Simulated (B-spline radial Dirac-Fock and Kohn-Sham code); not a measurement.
## What relativity does to the binding energies of Ti¹²⁺

System: the Ti¹²⁺ ion in the configuration 1s2 2s2 2p6.

Both columns are ΔSCF binding energies of the configuration average from a radial finite-basis atomic code: non-relativistic Hartree-Fock with a point nucleus, and Dirac-Fock with a finite nucleus and the Coulomb interaction alone, averaged over the two j levels with weights 2j+1.

| shell | Hartree-Fock (eV) | Dirac-Fock (eV) | shift (eV) | shift (%) |
| --- | --- | --- | --- | --- |
| 1s | 5292.5 | 5325.8 | +33.28 | +0.63 |
| 2s | 883.4 | 890.5 | +7.12 | +0.81 |
| 2p | 786.9 | 788.4 | +1.49 | +0.19 |

Relativity binds 1s, 2s, 2p more strongly, among those listed most of all 2s in relative terms.

Values without a named source are computed, but for edge energies of neutral atoms, which are taken from tables.
